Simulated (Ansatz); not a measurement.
C$_{4}$H$_{11}$S, charge +1, singlet, geometry from GFN2-xTB; BHLYP/6-31G* (Ansatz, a quantum-chemistry and plane-wave program).

Input for Ansatz:
Ansatz 0.2 input:
```yaml
crystal:
  periodic: [false, false, false]
  atoms:
    - {symbol: C, position_ang: [2.65163422, 0.28788914, -0.44377331]}
    - {symbol: C, position_ang: [1.45655894, -0.59043828, -0.13844272]}
    - {symbol: S, position_ang: [0.01153665, 0.44851711, 0.34251951]}
    - {symbol: C, position_ang: [-1.41186711, -0.69933529, 0.10754334]}
    - {symbol: C, position_ang: [-2.70156834, 0.08552028, -0.00850924]}
    - {symbol: H, position_ang: [3.50740215, -0.34707671, -0.66143455]}
    - {symbol: H, position_ang: [2.47361898, 0.92006945, -1.31035978]}
    - {symbol: H, position_ang: [2.90962860, 0.91585434, 0.40501598]}
    - {symbol: H, position_ang: [1.16950649, -1.19937000, -0.99441373]}
    - {symbol: H, position_ang: [1.65071370, -1.23236994, 0.72069614]}
    - {symbol: H, position_ang: [-0.11452144, 1.09570859, -0.84108413]}
    - {symbol: H, position_ang: [-1.22128642, -1.30277740, -0.77869692]}
    - {symbol: H, position_ang: [-1.41868801, -1.33682820, 0.99153925]}
    - {symbol: H, position_ang: [-3.53222768, -0.61292782, -0.07986711]}
    - {symbol: H, position_ang: [-2.86573338, 0.71067169, 0.86532440]}
    - {symbol: H, position_ang: [-2.71154572, 0.71095726, -0.89794014]}
basis:
  gaussian:
    orbitals: 6-31G*
hamiltonian:
  xc: {name: BHLYP}
total_charge: 1
accuracy: high
```

Question: Write the output that Ansatz gives for this input, abridged.

Answer: 
```
Functional definition: BHLYP
2506 factors; integrals over basis functions are off by at most 8.5e-9 eV
mean field evaluation 1: about -15144.9883 eV, gradient 5.6e1 eV
mean field evaluation 2: about -15147.4805 eV, gradient 4.5e1 eV
mean field evaluation 4: about -15152.4490 eV, gradient 1.4e0 eV
mean field evaluation 8: about -15152.4364 eV, gradient 2.5e-2 eV
mean field evaluation 16: about -15152.4364 eV, gradient 4.4e-6 eV
mean field -15152.43638424 eV, -556.8417664305 hartree, gradient 6.5e-8 eV, S^2 0.000000; 0 other end points of the search recorded, 0 dependent functions left out
reference -15152.43641123 eV, -556.8417674225 hartree; 25, 25 occupied and 76, 76 virtual orbitals, 2506 factors
Total energy: -15152.43641123 eV, -556.8417674225 hartree
```
